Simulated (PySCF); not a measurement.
Stepwise substitution at one centre (Ge OH-SH). Isolated molecules, 0 K electronic values unless said otherwise. One relaxed conformer stands for each flexible species; it need not be the lowest. Strings in code marks are SMILES.

The S1–T1 gap (TDA) from two functionals at the same geometries (B3LYP-D3(BJ)/def2-TZVP), both in PySCF: PBE-D3(BJ)/def2-TZVP and B3LYP-D3(BJ)/def2-TZVP. B3LYP has the VWN-RPA correlation part, as in Gaussian. Excitations are Tamm–Dancoff values on a coarser integration grid. The basis has no diffuse functions, so Rydberg states are missing or too high.

| species | PBE-D3(BJ)/def2-TZVP (eV) | B3LYP-D3(BJ)/def2-TZVP (eV) |
|---|---|---|
| 0 of 4 OH replaced by SH (`[OH][Ge]([OH])([OH])[OH]`) | 0.32 | 0.44 |
| 1 of 4 OH replaced by SH (`[OH][Ge]([OH])([OH])[SH]`) | 0.38 | 0.45 |
| 2 of 4 OH replaced by SH (`[OH][Ge]([OH])([SH])[SH]`) | 0.36 | 0.41 |
| 3 of 4 OH replaced by SH (`[OH][Ge]([SH])([SH])[SH]`) | 0.32 | 0.39 |
| 4 of 4 OH replaced by SH | 0.26 | 0.33 |

Over these rows, drawn at random from the members with no instability flagged (it was tested for open shells, ions and some series alone), PBE minus B3LYP-D3(BJ): mean -0.07 eV, from -0.12 eV to -0.06 eV.
